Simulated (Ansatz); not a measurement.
Consider the substitution at a C–N bond: `CC(C)(C)N[Si](Cl)(Cl)Cl` + `[NH2][InH2]` → `CC(C)(C)[NH][InH2]` + `N[Si](Cl)(Cl)Cl`.

Computed with Ansatz on PBE0-D4/def2-TZVP structures; ΔE is electronic, products minus reactants. CCSD(T)/CBS is the MP2 limit (def2-TZVPP, def2-QZVPP) plus CCSD(T) − MP2 in def2-TZVPP, frozen cores. Functionals use def2-TZVPP. def2 core potentials past Kr. For In outer-core shells are correlated without core-valence functions, which leaves a few kJ/mol of doubt a bond. Each species was taken in one conformer, which may not be the lowest.

| level | ΔE (kJ/mol) |
| --- | --- |
| r2SCANh-D4 | 3.7 |
| PBE-QIDH | 1.9 |
| HF/def2-SVP | 4.1 |
| MP2/CBS(def2) | 0.5 |

(1) What does CCSD(T)/CBS give? (Estimate.)

Largest T1 diagnostic among the species: 0.016.

Results:

(1) The calculation gave: 0.0 kJ/mol. The listed levels differ from it by 3.7, 1.9, 4.1, 0.5 kJ/mol.

Leaving LDA and LC-ωPBE aside and taking each functional with its dispersion term where it has one, the values, not all of them listed here, spread over 8.2 kJ/mol, from B2PLYP to BHLYP-D4. LDA lies +4.5 kJ/mol from PBE without D4. At CCSD(T), def2-SVP lies +5.6 kJ/mol from the extrapolated value and def2-TZVPP +1.2 kJ/mol. The D4 term adds +8.1 kJ/mol with B3LYP and +5.5 kJ/mol with PBE0; it sums over pairs of atoms, weighted by their polarisabilities, and B3LYP, whose exchange is more repulsive, gets the larger term.

CCSD(T)/CBS has its own doubt, a few kJ/mol and more with outer-core shells, so smaller differences from it don't rank the levels.

B3LYP here is the variant with VWN-RPA as its local correlation; programs differ in this.
